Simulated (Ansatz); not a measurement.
`[SiH3]SCS` and `OBCS[SiH3]` differ in one atom or group.

Ansatz, PBE0-D4/def2-TZVP geometries, multiplicity 1. Each molecule was computed in one conformer, which needn't be the lowest.

```tsv
property	`[SiH3]SCS`
LUMO energy (B3LYP/def2-TZVPP) / eV	-0.58
HOMO–LUMO gap (PBE/def2-TZVPP) / eV	4.47
size of the dipole moment (B3LYP/def2-TZVPP) / D	0.57
HOMO–LUMO gap (PBE0/def2-TZVPP) / eV	6.60
size of the dipole moment (ωB97M-V/def2-TZVPP) / D	0.55
HOMO energy (B3LYP/def2-TZVPP) / eV	-6.72
```

Question: Give the same properties after the change, and the shifts. (Best estimate.)

Answer: The calculation gave: 
```json
{"property": "LUMO energy (B3LYP/def2-TZVPP) / eV", "`OBCS[SiH3]`": "-0.75", "shift": "-0.17"}
{"property": "HOMO–LUMO gap (PBE/def2-TZVPP) / eV", "`OBCS[SiH3]`": "4.16", "shift": "-0.31"}
{"property": "size of the dipole moment (B3LYP/def2-TZVPP) / D", "`OBCS[SiH3]`": "1.85", "shift": "1.28"}
{"property": "HOMO–LUMO gap (PBE0/def2-TZVPP) / eV", "`OBCS[SiH3]`": "6.36", "shift": "-0.24"}
{"property": "size of the dipole moment (ωB97M-V/def2-TZVPP) / D", "`OBCS[SiH3]`": "1.84", "shift": "1.29"}
{"property": "HOMO energy (B3LYP/def2-TZVPP) / eV", "`OBCS[SiH3]`": "-6.65", "shift": "0.07"}
```

With PBE0 the HOMO rises by 0.07 eV and the LUMO falls by 0.17 eV, so the gap narrows by about 0.24 eV. PBE moves the HOMO by 0.09 eV and ωB97M-V by 0.05 eV. The zero-point energy changes by 47.3 kJ/mol with +6 modes. Dipoles are sizes alone; their direction can turn.

B3LYP here is the variant with VWN-RPA as its local correlation; programs differ in this.
